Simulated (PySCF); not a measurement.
**Relaxation of singlet Be2S2**

Method: PBE0/[Be def2-TZVP, S def2-TZVP], no relativity, density fitting, PySCF. A (50,194) grid was used.

A hand-made rhombic ring start, of D2h symmetry, held to at least that symmetry:

Coordinates in bohr (charge 0 multiplicity 1):
```
Be    2.8006    0.0000    0.0000
Be   -2.8006    0.0000    0.0000
S     0.0000    3.0032    0.0000
S     0.0000   -3.0032    0.0000
```

(1) What forces act on the atoms at the start (eV/Å)?

(2) What does it relax to?

(3) How much energy is released, and in how many steps?

Answers

(1) 
```json
{"atom": "Be1", "Fx": "-5.08", "Fy": "0.00", "Fz": "0.00"}
{"atom": "Be2", "Fx": "5.08", "Fy": "0.00", "Fz": "0.00"}
{"atom": "S3", "Fx": "0.00", "Fy": "-0.66", "Fz": "0.00"}
{"atom": "S4", "Fx": "0.00", "Fy": "0.66", "Fz": "0.00"}
```

(2) It ends at D2h with Be–S 1.924 Å (×4); Be–S–Be 60.8° (×2), S–Be–S 119.2° (×2). A frequency run shows a minimum.

(3) 306.2 kJ/mol in 6 steps.

The relaxation took 8.2 s on 2 threads of a shared Arm Neoverse V1 host, with 112 basis functions and 7 gradients.
